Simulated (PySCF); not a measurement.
**Zinc: highly charged ions in a basis for the neutral atom**

Zn¹⁹⁺ [Ne] 3s1, Zn²⁰⁺ [Ne]. Calculation: PySCF 2.14, in def2-SVP; no relativity, point nucleus. No spin-orbit coupling, so a gap to NIST mixes the basis error with missing relativistic terms.

Changed run: basis of the neutral atom used for a highly charged ion. This setting is unsound on purpose.

| species | method | sound run (hartree) | changed run (hartree) | converged |
| --- | --- | --- | --- | --- |
| Zn¹⁹⁺ | UHF | not run | -1578.18816 | yes |
| Zn¹⁹⁺ | M06-L | not run | -1578.61419 | yes |
| Zn¹⁹⁺ | TPSS | not run | -1578.61903 | yes |
| Zn²⁰⁺ | UHF | not run | -1552.29105 | yes |
| Zn²⁰⁺ | M06-L | not run | -1552.78750 | yes |
| Zn²⁰⁺ | TPSS | not run | -1552.67534 | yes |

Ionisation energy of Zn¹⁹⁺:

```json
{"method": "UHF", "changed run (eV)": "704.70", "NIST (eV)": "737.37"}
{"method": "M06-L", "changed run (eV)": "702.78", "NIST (eV)": "737.37"}
{"method": "TPSS", "changed run (eV)": "705.96", "NIST (eV)": "737.37"}
```

The contracted functions were made for the neutral atom and can be too rigid for a highly charged ion.
